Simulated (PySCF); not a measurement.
# Polarisability and C₆ of Fe²⁺ (iron, charge +2)

[Ar] 3d6, high-spin 5D determinant. All numbers are calculated (PySCF 2.14, the spin-free X2C one-electron Hamiltonian (Gaussian nucleus), in aug-cc-pVQZ-DK). Coupled (time-dependent) response in atomic units; α is the mean over directions.

```json
{"method": "PBE", "mean α (bohr³)": "4.079", "α xx, yy, zz": "4.339, 4.339, 3.559", "C₆ (like pair)": "11.87", "S(−4)": "10.48"}
```

S(−4) is the Cauchy moment in α(ω) = α(0) + S(−4) ω² + …

α(iu) at PBE:

```tsv
u (hartree)	α(iu) (bohr³)
0	4.079
0.0500	4.053
0.100	3.979
0.200	3.726
0.300	3.411
0.500	2.819
0.750	2.268
1.00	1.878
1.50	1.365
2.00	1.041
3.00	0.6610
5.00	0.3348
```

For an ion, C₆ is the dispersion term alone; charge-induced terms of lower order in 1/R come first.

The components differ because the open shell of this determinant is not spherical; for a pure term their mean is the scalar polarisability.
